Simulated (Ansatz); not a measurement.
Gas-phase electronic energies from Ansatz, PBE0-D4/def2-TZVP geometries. CCSD(T)/CBS adds triple-zeta CCSD(T) − MP2 to the extrapolated MP2 energy (def2 sets, frozen cores). This one scheme is used for every species. Functionals use def2-TZVPP. def2 core potentials past Kr. For Sb outer-core shells are correlated without core-valence functions, which leaves a few kJ/mol of doubt a bond. One conformer a species, not always the lowest.

Reaction (ligand exchange at the Sb–N bond): `C=C=[N][SbH2]` + `CNC` → `C[N](C)[SbH2]` + `C=C=N`

(1) Is it downhill or uphill in electronic energy at CCSD(T)/CBS, and by how much? (Estimate.)

(2) What do these levels give: PBE0-D4, PBE-QIDH, PBE, BLYP, PBE0, LC-ωPBE, MP2/def2-SVP, HF/def2-TZVPP, MP2/def2-TZVPP, HF/def2-QZVPP, SCS-MP2/def2-QZVPP, MP2/CBS(def2)? (Best estimate.)

Largest T1 diagnostic among the species: 0.015.

Results:

(1) The calculation gave: Uphill: ΔE = +8.0 kcal/mol.

(2) The calculation gave: PBE0-D4 9.5, PBE-QIDH 9.8, PBE 9.7, BLYP 11.1, PBE0 10.3, LC-ωPBE 10.1, MP2/def2-SVP 9.5, HF/def2-TZVPP 13.4, MP2/def2-TZVPP 9.1, HF/def2-QZVPP 13.4, SCS-MP2/def2-QZVPP 9.3, MP2/CBS(def2) 8.5 kcal/mol.

In def2-TZVPP, CCSD(T) changes the Hartree–Fock value by −4.8 kcal/mol (the triples alone add −0.5 kcal/mol) and MP2 by −4.4 kcal/mol. Leaving LDA and LC-ωPBE aside and taking each functional with its dispersion term where it has one, the values, not all of them listed here, spread over 2.1 kcal/mol, from revPBE-D4 to B2PLYP. LDA lies −2.2 kcal/mol from PBE without D4. The D4 term adds −1.5 kcal/mol with B3LYP and −0.8 kcal/mol with PBE0; it sums over pairs of atoms, weighted by their polarisabilities, and B3LYP, whose exchange is more repulsive, gets the larger term.

B3LYP here is the variant with VWN-RPA as its local correlation; programs differ in this.
